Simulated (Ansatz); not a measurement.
AsSe+, closed-shell singlet (lowest of 2S+1 = 1, 3, 5 at CCSD(T)/def2-TZVPP on PBE0 minima; our sources give no spin for the ground state, which may be another), most abundant isotopes (74.9216 and 79.9165 u). Constants from fifth-degree fits in 1/R to seven points on the lowest solution found; no spin–orbit coupling, no relativity up to Kr; ω_e x_e and α_e move by some per cent with the fit.

Correlated levels freeze the inner cores; with def2 sets outer-core shells near the valence are correlated too. CBS(a, b) extrapolates the correlation energy as X⁻³ and adds the Hartree–Fock energy of set b.

Run with Ansatz (Gaussian orbitals). Each number belongs to the level named beside it.

| level | r_e (Å) | ω_e (cm⁻¹) | ω_e x_e (cm⁻¹) | α_e (cm⁻¹) |
|---|---|---|---|---|
| PBE/def2-TZVPP | 2.0936 | 449.5 | 0.914 | 0.000280 |
| CCSD(T)/CBS(def2-TZVPP, def2-QZVPP) | 2.0680 | 459.7 | 1.08 | 0.000312 |

### Question
Derive the rotational constants, the centrifugal constant, the fundamental, the zero-point energy and the force constant.

### Answer

μ = 38.66925 u.
- PBE/def2-TZVPP: B_e = 16.8576/(μ r_e²) = 0.099457 cm⁻¹; B₀ = B_e − α_e/2 = 0.099317 cm⁻¹; D = 4B_e³/ω_e² = 1.95e-08 cm⁻¹; fundamental ω_e − 2ω_e x_e = 448 cm⁻¹; zero-point energy ω_e/2 − ω_e x_e/4 = 225 cm⁻¹; k = μ(2πcω_e)² = 460 N/m; the line J = 1 ← 0 at 2B₀ = 5.955 GHz
- CCSD(T)/CBS(def2-TZVPP, def2-QZVPP): B_e = 16.8576/(μ r_e²) = 0.10193 cm⁻¹; B₀ = B_e − α_e/2 = 0.10178 cm⁻¹; D = 4B_e³/ω_e² = 2.00e-08 cm⁻¹; fundamental ω_e − 2ω_e x_e = 458 cm⁻¹; zero-point energy ω_e/2 − ω_e x_e/4 = 230 cm⁻¹; k = μ(2πcω_e)² = 482 N/m; the line J = 1 ← 0 at 2B₀ = 6.102 GHz

Doubts at one or more of the structures used: a restricted determinant that unrestricted orbitals would lower (CCSD(T)/CBS(def2-TZVPP, def2-QZVPP)).

Ansatz is a first-principles code.
